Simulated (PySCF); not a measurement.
# CH3Br3Ti: core ionisation energies

[Ti(CH3)Br3], CH₃Br₃Ti (singlet state).
Z-matrix (Å and degrees, PBE0-D3(BJ)/def2-SVP geometry), rows numbered from 1:
```
C 
Ti  1  2.0105
Br  2  2.3149  1  104.97
Br  2  2.3197  1  105.65  3   119.17
Br  2  2.3192  1  105.61  3  -119.32
H   1  1.1023  2  108.03  3    59.62
H   1  1.1023  2  108.39  3   179.88
H   1  1.1025  2  107.69  3   -60.13
```

Method used: delta-SCF UKS SCAN, pcX-2 on the ionised atom, pcseg-1 elsewhere, spin-free X2C in PySCF. These are vertical core ionisation energies against the vacuum level, from separate self-consistent calculations with and without the core hole.

Task: List the computed XPS lines with their assignment.

Result: 
```csv
atom(s),bonded to,level,binding energy (eV),count
C1,3 H and Ti,C 1s,290.04,1
```

Task: Which photon wavelength matches the C 1s of C1 threshold?

Result: λ = hc/E = 12398.42 eV Å / 290.04 eV = 42.747 Å.

No level of bromine or titanium is listed. Geometry: PBE0-D3(BJ)/def2-SVP; no solvent, vibrations or thermal averaging.
